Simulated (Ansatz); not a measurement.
Molecule: VO$_{2}$F, charge 0, multiplicity 1. SMILES: [V](=[O])(=[O])[F]
Geometry from a B3LYP-D3(BJ)/def2-TZVP (Ansatz, a first-principles code) optimisation:
```xyz
4

V      0.0264    -0.0518    -0.1577
O     -1.2654    -0.9543    -0.0014
O     -0.3579     1.4112    -0.6262
F      1.3754    -0.2739     0.9609
```
Charge 0, spin multiplicity 1.

Property: atomisation energy, in kcal/mol. Terms: frozen cores in correlated levels (noble-gas shells and the d and f shells of earlier blocks); 6-31G* and kin with 6d, 5d where marked; atomisation electronic, to ground-state atoms; LANL2DZ with its own core potentials from Na on; non-relativistic; UHF or UKS for open shells; dispersion terms only where a functional's name holds one; no spin-orbit coupling. Ab initio and DFT rows: single points at B3LYP-D3(BJ) geometries (Ansatz). The Hartree-Fock reference of [O]=[V](=[O])[F] is unstable towards a lower, spin-broken solution.

```
level                              program  atomisation energy (kcal/mol)
---------------------------------  -------  -----------------------------
HF/LANL2DZ                          Ansatz                           38.4
HF/6-31G* with LANL2DZ past Ar      Ansatz                           85.4
PBE/def2-SVP                        Ansatz                          479.5
B3LYP/LANL2DZ                       Ansatz                          367.8
B3LYP/def2-SVP                      Ansatz                          408.8
B3LYP/6-31G* with LANL2DZ past Ar   Ansatz                          396.7
MP2/LANL2DZ                         Ansatz                          397.9
MP2/6-31G* with LANL2DZ past Ar     Ansatz                          437.8
wB97M-V/def2-TZVPD                  Ansatz                          392.6
```

No value to compare with is used here. The 8 habitual levels span 38.4 (HF/LANL2DZ) to 479.5 kcal/mol (PBE/def2-SVP); wB97M-V/def2-TZVPD gives 392.6.

The levels are drawn from those run, B3LYP/6-31G* more often than the rest, none by its result; left out are runs that failed, that the program found above a lower state of the same kind, or whose <S^2> lies over 0.5 above the pure value.
